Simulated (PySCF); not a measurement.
**EPR parameters of C5H5O2S**

Species: C5H5O2S (doublet state).
Cartesian coordinates in Å at the GFN2-xTB level; atoms count from 1:
```
atom  x, y, z in Å
O1     1.892   -1.327   -0.813
C2     1.497   -0.202   -0.598
O3     2.264    0.885   -0.841
C4     0.185    0.127   -0.067
C5    -0.263    1.380    0.172
S6    -1.863    1.429    0.801
C7    -2.005   -0.261    0.770
C8    -0.799   -0.957    0.263
H9     3.119    0.594   -1.193
H10    0.271    2.295    0.009
H11   -2.906   -0.735    1.099
H12   -0.380   -1.655    1.003
H13   -1.015   -1.571   -0.623
```

The hyperfine couplings belong to this conformer and change with its torsions.

The species is `O=C(O)C1=CS[CH]C1` [radical].

Computed, not measured: UKS B3LYP, pcH-1 on C H O S, non-relativistic, mean-field spin-orbit, GIAO (PySCF 2.14.0). One conformer (not necessarily the lowest) at the GFN2-xTB geometry, without solvent, vibrations or thermal averaging. Couplings are sensitive to structure, and on GFN2-xTB geometries they can be far from those on DFT ones. Stability of the SCF solution: not tested.

| Quantity | Value |
| --- | --- |
| g1, g2, g3 | 2.00200, 2.00218, 2.00687 |
| g_iso | 2.00368 |
| Form of g | close to axial: the two nearest values differ by 4 % of g3 − g1 |
| ⟨S²⟩ | 0.7583 (exact 0.7500) |

Hyperfine couplings atom by atom, in G; T1 to T3 are the principal values of the dipolar part; ρ(0) is the spin density at the nucleus (MHz turned into gauss with g_iso; 10 G = 1 mT):

```tsv
atom	isotope	a_iso	of which spin–orbit	T1	T2	T3	Mulliken spin population	ρ(0) (bohr⁻³)
O1	17O	-0.5	0.0	-2.1	1.0	1.1	0.02	0.0020
C2	13C	-1.7	0.0	-0.5	-0.1	0.6	0.00	-0.0043
O3	17O	0.0	0.0	-0.6	0.2	0.4	0.00	-0.0002
C4	13C	3.4	0.0	-3.5	-2.5	6.0	0.11	0.0086
C5	13C	-3.1	0.0	-2.7	1.2	1.5	-0.04	-0.0076
S6	33S	0.5	-0.1	-5.5	-3.8	9.3	0.09	0.0052
C7	13C	28.3	0.1	-24.7	-24.5	49.2	0.82	0.0704
C8	13C	-13.2	0.0	-0.8	0.3	0.5	-0.09	-0.0330
H9	1H	-0.2	0.0	-0.3	-0.3	0.5	0.00	-0.0001
H10	1H	0.2	0.0	-0.7	-0.3	0.9	0.00	0.0001
H11	1H	-19.5	0.0	-11.7	-0.1	11.9	-0.04	-0.0122
H12	1H	56.2	0.0	-1.7	-0.9	2.6	0.06	0.0353
H13	1H	56.2	0.0	-1.7	-0.9	2.6	0.06	0.0353
```

The largest Mulliken spin populations are on C7 (+0.82), C4 (+0.11), S6 (+0.09) and C8 (-0.09). No atom but C7 exceeds +0.15. The positive populations add up to 1.16 and the negative ones to -0.16, together 2S = 1. The angles at C7 add up to 360.0°, so it is planar; its axial dipolar tensor and the negative coupling of its proton fit spin in a p orbital normal to that plane.

Axes: g2 points within 13° of the S6–C7 bond.

Under fast tumbling the dipolar parts average out, and these isotropic splittings remain: 2 × 1H (H12/H13, I = 1/2, 3 lines) with 5.62 mT and 1 × 1H (H11, I = 1/2, 2 lines) with 1.95 mT.

The 13C coupling of C7 (79.4 MHz) shows only in satellite lines or after enrichment, since that isotope makes up about 1.07 % of natural carbon.

Examples of negative spin density at the nucleus (bohr⁻³): C8 (-0.0330), H11 (-0.0122) and C5 (-0.0076).
